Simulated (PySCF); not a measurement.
## Basis set benchmark on one molecule

Molecule: `SCc1ccco1`, C₅H₆OS.

Mapped SMILES: `[SH:1][CH2:2][c:3]1[cH:4][cH:5][cH:6][o:7]1` (H(Xn): hydrogen on atom n).

Geometry PBE0-D3(BJ)/def2-SVP throughout; GIAO in PySCF 2.14, gas phase, one conformer, non-relativistic; equivalent atoms averaged; functional PBE0.

Reference values (estimated from measurements, as parent shift plus tabulated substituent increments; solution, not stated per compound (mostly CDCl3 or CCl4); Pretsch, Buehlmann, Badertscher, Structure Determination of Organic Compounds, 4th ed. (2009)): δ(H(C4)) = 6.16 ppm, δ(H(C5)) = 6.29 ppm, δ(H(C6)) = 7.33 ppm. Computed shifts are taken against TMS, calculated as an isolated molecule at each level.

How do the basis sets STO-3G, pcSseg-0, 6-31G, 6-31G*, cc-pVDZ, def2-SVP, pcSseg-1, aug-cc-pVDZ, 6-311+G(2d,p), def2-TZVP, cc-pVTZ, IGLO-III perform against the reference? Times are CPU seconds on shared hosts with different chips, so compare them loosely.

## Answers


```tsv
basis set	functions	H(C4)	H(C5)	H(C6)	mean abs. error H	core-s
STO-3G	45	5.55	5.70	6.57	0.65	3.3
pcSseg-0	79	6.09	6.29	7.24	0.05	4.8
6-31G	79	6.16	6.33	7.36	0.02	6.6
6-31G*	114	5.89	6.06	7.08	0.25	9.8
cc-pVDZ	132	6.07	6.25	7.18	0.09	21
def2-SVP	132	6.01	6.18	6.94	0.22	19
pcSseg-1	156	6.26	6.43	7.30	0.09	16
aug-cc-pVDZ	219	6.26	6.49	7.57	0.18	47
6-311+G(2d,p)	233	6.24	6.47	7.44	0.12	26
def2-TZVP	259	6.25	6.48	7.42	0.12	60
cc-pVTZ	298	6.22	6.44	7.38	0.09	72
IGLO-III	314	6.21	6.43	7.43	0.10	77
```

For 1H the closest is 6-31G (0.02 ppm, with pcSseg-0 practically level) and the furthest STO-3G (0.65 ppm). Where a smaller basis beats a larger one, errors probably cancel. One molecule is a small sample, and vibrational and solvent effects are absent from the calculation.

A small basis that lands close on one nucleus may do so by chance; judge by the trend and by all nuclei.
